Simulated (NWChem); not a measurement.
System: HfO; SMILES [O]=[Hf]

Here is an NWChem input.

```
start job
memory heap 200 mb stack 900 mb global 1100 mb
geometry units angstroms noautosym nocenter noautoz
  Hf     0.000000     0.000000    -0.168398
  O      0.000000     0.000000     1.552698
end
basis spherical
  * library def2-svp
end
ecp
  Hf library def2-ecp
end
dft
  xc xpbe96 cpbe96
  iterations 150
  convergence damp 70 ncydp 30 lshift 0.3 ncysh 40
end
property
  response 1 0.0
end
task dft property
```

Geometry: optimised at PBE0-D3(BJ)/def2-TZVP. def2 effective core potentials on Hf; no spin-orbit coupling.

Static field.

What results follow from this input? (PBE/def2-SVP with def2 effective core potentials on Hf.) Quantities: basis functions; isotropic polarisability (bohr³); anisotropy (bohr³).


- number of basis functions: 46
- isotropic polarisability (bohr³): 81.9
- anisotropy (bohr³): 12.7
